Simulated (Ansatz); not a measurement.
`CC(=O)O[SiH2]Cl`, charge 0, multiplicity 1.

Give a relaxed structure at PBE0-D4/def2-TZVP (Ansatz). (An estimate is asked.)

Computed: 
```xyz
11

C     1.0984    0.2023   -1.6408
C     0.4631    0.3981   -0.3065
O     0.6762    1.3118    0.4520
O    -0.4137   -0.5647    0.0165
Si   -1.1227   -0.3262    1.5304
Cl   -2.3785   -1.9295    1.7172
H     1.7968    1.0104   -1.8416
H     0.3253    0.1692   -2.4110
H     1.6146   -0.7594   -1.6612
H    -0.1172   -0.4090    2.6029
H    -1.9423    0.8971    1.5421
```
Point group Cs.
This is one stationary point; other conformers may exist.
